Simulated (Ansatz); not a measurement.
CH4B2, SMILES `B=BC` (charge 0, multiplicity 1).

These are Ansatz (an electronic-structure program) with frozen-core CCSD(T)/cc-pVDZ // B3LYP-D3(BJ)/def2-TZVP values and carry that method's errors.

Ansatz 0.2 input:
```yaml
crystal:
  periodic: [false, false, false]
  atoms:
    - { symbol: B, position_ang: [1.925837, -0.343437, 0.256438] }
    - { symbol: B, position_ang: [0.427819, -0.086908, 0.200998] }
    - { symbol: C, position_ang: [-1.067868, 0.182103, 0.22724] }
    - { symbol: H, position_ang: [3.079144, -0.541225, 0.300369] }
    - { symbol: H, position_ang: [-1.38801, 1.075477, -0.31419] }
    - { symbol: H, position_ang: [-1.280039, 0.381129, 1.291909] }
    - { symbol: H, position_ang: [-1.696877, -0.667136, -0.050023] }
basis:
  gaussian: { orbitals: cc-pVDZ }
correlation:
  method: ccsd_t
```

Output:

```
Functional definition: HF
567 factors; integrals over basis functions are off by at most 1.2e-3 eV
mean field evaluation 1: about -2432.0306 eV, gradient 2.1e1 eV
mean field evaluation 2: about -2432.0307 eV, gradient 2.1e1 eV
mean field evaluation 4: about -2433.5720 eV, gradient 2.4e0 eV
mean field evaluation 8: about -2433.5946 eV, gradient 5.3e-4 eV
mean field evaluation 16: about -2433.5726 eV, gradient 2.4e0 eV
mean field evaluation 32: about -2433.4632 eV, gradient 9.1e-1 eV
mean field -2433.59456100 eV, -89.4329505671 hartree, gradient 1.5e-6 eV, S^2 0.000000; 6 other end points of the search recorded, 0 dependent functions left out; unrestricted orbitals would lower it
mean field evaluation 64: about -2434.5043 eV, gradient 2.8e-1 eV
determinant -2433.59456100 eV, -89.4329505671 hartree, with singles and doubles -2442.53945367 eV, -89.7616693098 hartree
determinant -2433.46384477 eV, -89.4281468341 hartree, with singles and doubles -2442.40407109 eV, -89.7566940915 hartree
determinant -2433.59456100 eV, -89.4329505671 hartree, with singles and doubles -2442.54507848 eV, -89.7618760176 hartree
determinant -2433.46384477 eV, -89.4281468341 hartree, with singles and doubles -2442.41217905 eV, -89.7569920538 hartree
3 core orbitals not correlated
reference -2433.59456100 eV, -89.4329505671 hartree; 7, 7 occupied and 52, 52 virtual orbitals, 567 factors
second order -7.70097707 eV of doubles, -0.00000000 eV of singles
cycle   1  -8.95051768 eV  change   -2.0e-7 eV  update   1.2e-6
perturbative correction -0.29303168 eV, -0.0107687156 hartree
Total energy: -2442.83811036 eV, -89.7726447406 hartree
```
